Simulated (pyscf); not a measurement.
Single points on ωB97X-D3(BJ)/def2-SVP structures (PySCF, gas phase).

SMILES: [GaH2][SiH2]O[AsH2]
```xyz
10

Ga     2.0973     0.9540     0.9971
Si    -0.1646     1.0735     0.2243
O     -0.7113     2.6519     0.3746
As    -2.3458     3.2283    -0.0874
H      2.8725    -0.4154     0.9534
H      2.8514     2.2114     1.5569
H     -1.0629     0.1575     1.0033
H     -0.2834     0.6387    -1.2074
H     -3.1504     2.0943     0.5567
H     -2.4254     2.5385    -1.4534
```

**Question.** What is the homolytic dissociation enthalpy (298 K, ωB97M-D3(BJ)/def2-TZVP) of the Ga–Si bond of H₂Ga–SiH₂–O–AsH₂, to GaH₂• + •H₂Si–O–AsH₂?

**Answer.** Ga–Si to GaH₂• + •H₂Si–O–AsH₂: 68.6 kcal/mol. The 7 functionals that were run give +63.9 (M06-2X) to +74.8 kcal/mol (ωB97X-D3(BJ)). The radicals are drawn with the spin at the cut bond; how far it spreads was not checked. •H₂Si–O–AsH₂ lies 24.8 kcal/mol over its isomer H₃Si–O–AsH•, and others may lie lower still (electronic energy, ωB97M-D3(BJ)). Elements up to Kr have no core potential and no relativistic terms here.
